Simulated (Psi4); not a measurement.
C₂Cl₂F₂ (SMILES F/C(Cl)=C(/F)Cl), singlet, at a GFN2-xTB geometry; FNO-CCSD(T)/cc-pVDZ in Psi4.

Psi4 was given this input:
```
memory 2 GB

molecule {
0 1
  F    -1.47280910    0.38025170    0.90289400
  C    -0.60161244    0.27084286   -0.10108061
  Cl   -1.16388590    0.86904452   -1.59919652
  C     0.60161244   -0.27084286    0.10108061
  F     1.47280910   -0.38025170   -0.90289400
  Cl    1.16388590   -0.86904452    1.59919652
}

set basis cc-pvdz
set freeze_core true

energy('fno-ccsd(t)')
print_variables()
```

What the program printed (banner, timings and long lists left out):

```
   => Loading Basis Set <=

    Name: CC-PVDZ
    Role: ORBITAL
    Keyword: BASIS

         ---------------------------------------------------------
                                   SCF
               by Justin Turney, Rob Parrish, Andy Simmonett
                          and Daniel G. A. Smith
                              RHF Reference
         ---------------------------------------------------------

  ==> Geometry <==

    Molecular point group: ci
    Full point group: Ci

    Geometry (in Angstrom), charge = 0, multiplicity = 1:

       Center              X                  Y                   Z               Mass
    ------------   -----------------  -----------------  -----------------  -----------------
         F           -1.472809100000     0.380251700000     0.902894000000    18.998403162730
         C           -0.601612440000     0.270842860000    -0.101080610000    12.000000000000
         CL          -1.163885900000     0.869044520000    -1.599196520000    34.968852682000
         C            0.601612440000    -0.270842860000     0.101080610000    12.000000000000
         F            1.472809100000    -0.380251700000    -0.902894000000    18.998403162730
         CL           1.163885900000    -0.869044520000     1.599196520000    34.968852682000

  Running in ci symmetry.

  Rotational constants: A =      0.14302  B =      0.04985  C =      0.03697 [cm^-1]
  Rotational constants: A =   4287.72446  B =   1494.59845  C =   1108.27887 [MHz]
  Nuclear repulsion =  349.458347988811454

  Charge       = 0
  Multiplicity = 1
  Electrons    = 64
  Nalpha       = 32
  Nbeta        = 32

  ==> Algorithm <==

  SCF Algorithm Type is PK.
  DIIS enabled.
  MOM disabled.
  Fractional occupation disabled.
  Guess Type is SAD.
  Energy threshold   = 1.00e-08
  Density threshold  = 1.00e-08
  Integral threshold = 1.00e-12

  ==> Primary Basis <==

  Basis Set: CC-PVDZ
    Blend: CC-PVDZ
    Number of shells: 40
    Number of basis functions: 92
    Number of Cartesian functions: 98
    Spherical Harmonics?: true
    Max angular momentum: 2

  ==> Integral Setup <==

  Using in-core PK algorithm.
   Calculation information:
      Number of atoms:                   6
      Number of AO shells:              40
      Number of primitives:            188
      Number of atomic orbitals:        98
      Number of basis functions:        92

      Integral cutoff                 1.00e-12
      Number of threads:                 1

[...]
  @RHF Final Energy: -1193.56490401900192
    Total Energy =                      -1193.5649040190019150
      * MP2 total energy:                  -1194.463394007016
      * MP2 total energy:                  -1194.463394007016
[...]
        SS MP2.5 correlation energy:          -0.238608629508
        MP2.5 correlation energy:             -0.909878083033
      * MP2.5 total energy:                -1194.474782102035

        OS MP3 correlation energy:            -0.691906257628
        SS MP3 correlation energy:            -0.229359920424
        MP3 correlation energy:               -0.921266178052
      * MP3 total energy:                  -1194.486170197054

        OS MP4(SDQ) correlation energy:       -0.706018816616
        SS MP4(SDQ) correlation energy:       -0.216915592134
        MP4(SDQ) correlation energy:          -0.932478608891
      * MP4(SDQ) total energy:             -1194.497382627893

        OS CCSD correlation energy:           -0.706908252957
        SS CCSD correlation energy:           -0.222798971714
        CCSD correlation energy:              -0.929707224671
      * CCSD total energy:                 -1194.494611243673

  Total time for CCSD iterations:       14.36 s (user)
                                         3.11 s (system)
                                           17 s (total)

  Time per iteration:                    1.10 s (user)
                                         0.24 s (system)
                                         1.42 s (total)

        ==> Resort (ov|vv) integrals for low-memory (T) computation <==

        *******************************************************
        *                                                     *
        *                      CCSD(T)                        *
        *                                                     *
        *******************************************************

        Using low-memory algorithm.

        num_threads:                      1
        memory requirements:       20.70 mb

        Number of abc combinations: 37820

        Computing (T) correction...

        % complete  total time
              10.0
              20.0
              30.0
              40.0
              50.0
              60.0
              70.0
              80.0
              90.0

        (T) energy                            -0.026081512941

        CCSD(T) correlation energy            -0.955788737612
      * CCSD(T) total energy               -1194.520692756614

  Variable Map:
  ----------------------------------------------------------------------------
[...]
  Array Variable Map:
  ----------------------------------------------------------------------------
[...]
[...]
```
